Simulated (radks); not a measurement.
The numbers below are computed, except where a source is named.
Coulomb parameter of the 3d shell of neutral zinc in the model configuration [Ar] 3d8 4s2 4p2, as a second difference U = [E(n + 0.5) + E(n - 0.5) - 2 E(n)] / (0.5)^2 with all orbitals relaxed. "Bare": the charge of the atom changes with n. "Screened": the 4p shell takes up the change at fixed total charge, which measures U(3d,3d) + U(4p,4p) - 2 U(3d,4p). Level of theory: scalar-relativistic Kohn-Sham, PBE, spin-unpolarised, spherical densities, finite nucleus; Fermi nuclear charge, rms radius 3.9283 fm (a radial shooting solver on a logarithmic mesh with Libxc functionals).

case,configuration,E - E(n) (eV)
start,[Ar] 3d8 4s2 4p2,0.000
bare +0.5,[Ar] 3d8.5 4s2 4p2,-11.437
bare -0.5,[Ar] 3d7.5 4s2 4p2,15.545
screened +0.5,[Ar] 3d8.5 4s2 4p1.5,-10.513
screened -0.5,[Ar] 3d7.5 4s2 4p2.5,12.427

U(bare) = 16.431 eV, U(screened by 4p) = 7.655 eV, against the Slater integral F0(3d,3d) = 31.612 eV with frozen orbitals. The step up makes a negative ion, whose loosely bound charge lowers the bare value.
